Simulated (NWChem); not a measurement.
System: HfH4; SMILES [HfH4]

Excerpt of the output:

```
             Northwest Computational Chemistry Package (NWChem) 7.3.0
             --------------------------------------------------------

                             Geometry "geometry" -> ""
                             -------------------------

 Output coordinates in angstroms (scale by  1.889725989 to convert to a.u.)

  No.       Tag          Charge          X              Y              Z
 ---- ---------------- ---------- -------------- -------------- --------------
    1 Hf                  72.0000     0.00000000     0.00000000     0.00000000
    2 H                    1.0000     1.04413900    -1.09533200     1.07006200
    3 H                    1.0000    -1.04413900     1.09533200     1.07006200
    4 H                    1.0000    -1.09533200    -1.04413900    -1.07006200
    5 H                    1.0000     1.09533200     1.04413900    -1.07006200

 Effective nuclear repulsion energy (a.u.)      83.2789339454

                                 NWChem DFT Module
                                 -----------------

 Summary of "ao basis" -> "ao basis" (spherical)
 ------------------------------------------------------------------------------
       Tag                 Description            Shells   Functions and Types
 ---------------- ------------------------------  ------  ---------------------
 Hf                         def2-svp                12       32   6s3p2d1f
 H                          def2-svp                 3        5   2s1p

            General Information
            -------------------
          SCF calculation type: DFT
          Wavefunction type:  closed shell.
          No. of atoms     :     5
          No. of electrons :    16
           Alpha electrons :     8
            Beta electrons :     8
          Charge           :     0
          Spin multiplicity:     1
          Use of symmetry is: off; symmetry adaption is: off
          Maximum number of iterations: 150
          AO basis - number of functions:    52
                     number of shells:    24
          Convergence on energy requested:  1.00D-06
          Convergence on density requested:  1.00D-05
          Convergence on gradient requested:  5.00D-04

              XC Information
              --------------
                         B3LYP Method XC Potential
                     Hartree-Fock (Exact) Exchange  0.200
                        Slater Exchange Functional  0.800 local
                    Becke 1988 Exchange Functional  0.720 non-local
              Lee-Yang-Parr Correlation Functional  0.810
                  VWN I RPA Correlation Functional  0.190 local

             Grid Information
             ----------------
          Grid used for XC integration:  medium
          Radial quadrature: Mura-Knowles
          Angular quadrature: Lebedev.
          Tag              B.-S. Rad. Rad. Pts. Rad. Cut. Ang. Pts.
          ---              ---------- --------- --------- ---------
          Hf                  1.55      123           9.0       590
          H                   0.35       45           9.0       434
          Grid pruning is: on
          Number of quadrature shells:   303
          Spatial weights used:  Erf1

      Superposition of Atomic Density Guess
      -------------------------------------

 Sum of atomic energies:         -53.93535632

      Non-variational initial energy
      ------------------------------

 Total energy =     -48.904284
 1-e energy   =    -109.702415
 2-e energy   =      46.044085
 HOMO         =      -0.310976
 LUMO         =       0.011863

   convergence    iter        energy       DeltaE   RMS-Dens  Diis-err
 ---------------- ----- ----------------- --------- --------- ---------
 d= 0,ls=0.0,diis     1    -50.2417308369 -6.50D+01  3.61D-02  4.00D-01
 d= 0,ls=0.0,diis     2    -50.1604091291  8.13D-02  2.02D-02  9.48D-01
 d= 0,ls=0.0,diis     3    -50.3381264224 -1.78D-01  9.20D-04  6.38D-04
 d= 0,ls=0.0,diis     4    -50.3382770668 -1.51D-04  1.25D-04  1.28D-05
 d= 0,ls=0.0,diis     5    -50.3382834303 -6.36D-06  2.76D-05  4.31D-07
 d= 0,ls=0.0,diis     6    -50.3382835230 -9.27D-08  2.01D-06  5.45D-09

         Total DFT energy =      -50.338283523035
      One electron energy =     -110.306231875716
           Coulomb energy =       52.554170628918
    Exchange-Corr. energy =       -7.340268607463
 Nuclear repulsion energy =       14.754046331226

 Numeric. integr. density =       15.999993692324

                       DFT Final Molecular Orbital Analysis
                       ------------------------------------

 Vector    6  Occ=2.000000D+00  E=-3.013083D-01
              MO Center= -1.1D-03,  1.1D-03,  8.5D-01, r^2= 2.8D+00
   Bfn.  Coefficient  Atom+Function         Bfn.  Coefficient  Atom+Function
  ----- ------------  ---------------      ----- ------------  ---------------
    33     -0.314349  2 H  s                 38      0.314750  3 H  s
    17      0.301003  1 Hf d -1              19      0.289431  1 Hf d  1
    34     -0.273003  2 H  s                 39      0.273351  3 H  s
     8     -0.146766  1 Hf py                 7      0.138698  1 Hf px
    14      0.033894  1 Hf py                13     -0.032031  1 Hf px

[...]

 DFT Linear Response polarizability / au
 Frequency  =       0.0773000 / au
 Wavelength =     589.4353558 / nm
              X              Y              Z
 -----------------------------------------------
 X      49.4199300      0.0000001     -0.0000002
 Y       0.0000002     49.4199300     -0.0000001
 Z      -0.0000002     -0.0000001     49.4207194
 -----------------------------------------------
 Eigenvalues =      49.4199301     49.4199298     49.4207194
 Isotropic   =      49.4201931
 Anisotropic =       0.0007895
 -----------------------------------------------

 Magnetic Dipole Response Matrix (nonzero elements):

 Exiting AOResponse driver routine
```

Level: B3LYP/def2-SVP with def2 effective core potentials on Hf. All runs use the structure optimised with PBE-D3(BJ)/def2-SVP. def2 effective core potentials on Hf; no spin-orbit coupling.

Q: Which NWChem input produces such a log?

A: One answer among several that fit: the input that was run:
```
start job
memory heap 200 mb stack 900 mb global 1100 mb
geometry units angstroms noautosym nocenter noautoz
  Hf     0.000000     0.000000     0.000000
  H      1.044139    -1.095332     1.070062
  H     -1.044139     1.095332     1.070062
  H     -1.095332    -1.044139    -1.070062
  H      1.095332     1.044139    -1.070062
end
basis spherical
  Hf library def2-svp
  H library def2-svp
end
ecp
  Hf library def2-ecp
end
dft
  xc b3lyp
  iterations 150
end
property
  response 1 0.0773
end
task dft property
```
